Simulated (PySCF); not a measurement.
## Substituent chemical shifts

Parent skeleton `[CH2:1]=[CH:2][SiH:3]([SiH3:4])[O:5][CH3:6]`; one hydrogen on atom 4 is replaced by X. Hydrogens on one atom are averaged.

One averaged value for each set of equivalent atoms, non-relativistic, one conformer, gas phase. Structure optimised with GFN2-xTB; shielding tensors at PBE0/pcSseg-1 (GIAO); PySCF 2.14.0 with density-fitted response routines.

Referencing at the same level of theory: ¹³C (σ = 186.93 ppm) and ²⁹Si (σ = 349.16 ppm) and ¹H (σ = 31.72 ppm) vs TMS; ¹⁷O (σ = 336.08 ppm) vs H2O.

(1) Give δ (ppm) for X = SCH3, Cl, CONH2, OCH3.

(2) Which position responds most, and to which substituents?

Answers

(1) 
| X | SMILES | C1 | C2 | Si3 | Si4 | O5 | C6 | H(C1) | H(C2) | H(Si3) |
| --- | --- | --- | --- | --- | --- | --- | --- | --- | --- | --- |
| SCH3 | C=C[Si@H](OC)[SiH2]SC | 143.6 | 139.9 | -14.7 | -52.4 | 1.8 | 54.7 | 6.39 | 6.80 | 5.67 |
| Cl | C=C[Si@@H](OC)[SiH2]Cl | 143.3 | 141.7 | -21.7 | -39.1 | -7.5 | 53.3 | 6.46 | 6.36 | 5.48 |
| CONH2 | C=C[Si@@H](OC)[SiH2]C(N)=O | 141.5 | 144.4 | -13.8 | -82.5 | -3.1 | 53.5 | 6.37 | 6.56 | 5.65 |
| OCH3 | C=C[Si@H](OC)[SiH2]OC | 140.7 | 143.8 | -16.8 | -27.1 | 3.0 | 54.5 | 6.26 | 6.98 | 5.55 |

(2) Si4: from -82.5 ppm with CONH2 to -27.1 ppm with OCH3.

Experimental scales use liquid or dissolved standards, which lie at an offset from isolated H2O (liquid H2O: subtract about 36 ppm).
